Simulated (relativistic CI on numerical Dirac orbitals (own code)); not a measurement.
**Au⁺: calculation against measurement**

Method of calculation: Dirac-Coulomb-Breit CI, orbitals from a KLI potential per configuration, a model potential for QED, valence Slater integrals scaled by 0.85, P86 correlation estimate, and configurations built on the next ion tied to the tabulated ionisation energy (semi-empirical) (own radial code, finite nucleus).

Configuration list (outside the closed core [Xe] 4f14): 5d¹⁰, 5d⁹6s, 5d⁸6s², 5d⁹6p, 5d⁹7s, 5d⁹6d, 5d⁹7p, 5d⁹5f, 5d⁹6f, 5d⁸6s6p, 5d⁹7d, 5d⁹5g, 5d⁹7f, 5d⁹6g, 5d⁸6s7s, 5d⁸6p². Levels of other configurations are missing.

```
Configuration  Term (tabulated)  J  Measured (cm⁻¹)  Computed  Error  Purity (%)
         5d¹⁰                1S  0              0.0         0      0          99
        5d⁹6s         (5/2,1/2)  3          15039.6     20444   5405          99
        5d⁹6s         (5/2,1/2)  2          17640.6     23155   5514          61
        5d⁹6s         (3/2,1/2)  1          27765.8     32435   4669          99
        5d⁹6s         (3/2,1/2)  2          29621.2     34520   4899          55
       5d⁸6s²                3F  4          40478.8     46429   5950          93
       5d⁸6s²                3F  3          52176.5     57429   5253          97
       5d⁸6s²                3P  0          58550.2     65786   7235          81
       5d⁸6s²                3P  1          61749.4     68807   7058          97
        5d⁹6p        (5/2,1/2)°  2          63053.3     66539   3486          75
        5d⁹6p        (5/2,1/2)°  3          65003.6     69162   4159          50
        5d⁹6p        (5/2,3/2)°  4          72495.1     74806   2311          95
        5d⁹6p      (5/2,3/2)° †  2          73178.3     75819   2641          37
        5d⁹6p      (5/2,3/2)° †  1          73403.8     75706   2302          68
        5d⁹6p        (5/2,3/2)°  3          74791.5     77344   2553          69
        5d⁹6p        (3/2,1/2)°  2          76659.7     79988   3328          63
        5d⁹6p        (3/2,1/2)°  1          81659.8     85773   4113          53
        5d⁹6p        (3/2,3/2)°  0          82613.8     83903   1289          93
        5d⁹6p      (3/2,3/2)° †  3          85700.2     87529   1829          42
        5d⁹6p      (3/2,3/2)° †  1          85707.6     88076   2368          62
        5d⁹6p      (3/2,3/2)° †  2          86565.7     88255   1690          43
        5d⁹7s         (5/2,1/2)  3         108173.0    108021   -152          98
        5d⁹7s         (5/2,1/2)  2         108631.4    108554    -78          55
        5d⁹7s         (3/2,1/2)  1         120822.9    119873   -950          97
        5d⁹7s         (3/2,1/2)  2         121118.8    120226   -893          55
```

Measured levels from NIST Handbook of Basic Atomic Spectroscopic Data (Sansonetti and Martin, J. Phys. Chem. Ref. Data 34, 1559 (2005)); pairs were made by configuration, J and term (by order where the table uses no LS term), so strongly mixed levels may be paired wrongly.

Mean error by configuration (cm⁻¹): 5d⁹6s 5122; 5d⁸6s² 6374; 5d⁹6p 3034; 5d⁹7s -518. Over the excited levels the mean absolute error is 3647 cm⁻¹ (24 of the 31 excited levels that our extract of the source holds in range could be paired, and the others can miss by more), and the median relative error of those above 1,000 cm⁻¹ is 5.5 %. † marks terms whose computed intervals miss the measured ones by more than a factor of 2.5, or configurations far off the rest, from wrong mixing, a near crossing or a doubtful label or measurement; they are left out of the means.
